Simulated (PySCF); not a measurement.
Ge(H)2(F)(Et) (C2H7FGe), SMILES [F][GeH2][CH2]C.

Geometry optimised at B3LYP-D3(BJ)/def2-SVP. One conformer was computed; it need not be the lowest.

All values below come from B3LYP-D3(BJ)/def2-SVP (PySCF 2.14.0).

Frequencies are harmonic and unscaled.

```csv
mode,ν (cm⁻¹),IR (km/mol),moving atoms (share of kinetic energy)
1,60,1.5,"H 33 %, F 31 %, C 29 %"
2,148,3.8,"H 37 %, F 36 %, C 22 %"
3,221,0.5,"H 71 %, C 24 %"
4,274,5.0,"H 45 %, C 29 %, Ge 15 %, F 11 %"
5,487,29.6,"H 73 %, C 14 %, Ge 12 %"
6,585,11.9,"C 54 %, H 34 %, Ge 10 %"
7,665,18.2,H 89 %
8,691,70.8,"F 72 %, Ge 20 %"
9,708,26.2,"H 78 %, C 14 %"
10,810,131.8,H 94 %
11,864,80.9,H 98 %
12,970,3.7,"H 78 %, C 22 %"
13,983,6.7,"H 79 %, C 20 %"
14,1049,12.0,"C 63 %, H 36 %"
15,1245,0.6,"H 72 %, C 27 %"
16,1251,1.7,"H 71 %, C 29 %"
17,1398,1.6,"H 82 %, C 18 %"
18,1434,2.6,"H 91 %, C 9 %"
19,1475,6.0,H 97 %
20,1479,4.9,H 96 %
21,2126,107.5,H 99 %
22,2135,163.6,H 98 %
23,3027,29.1,H 97 %
24,3037,10.8,H 95 %
25,3086,2.6,"H 91 %, C 9 %"
26,3103,23.3,"H 91 %, C 9 %"
27,3118,17.6,"H 91 %, C 9 %"
```
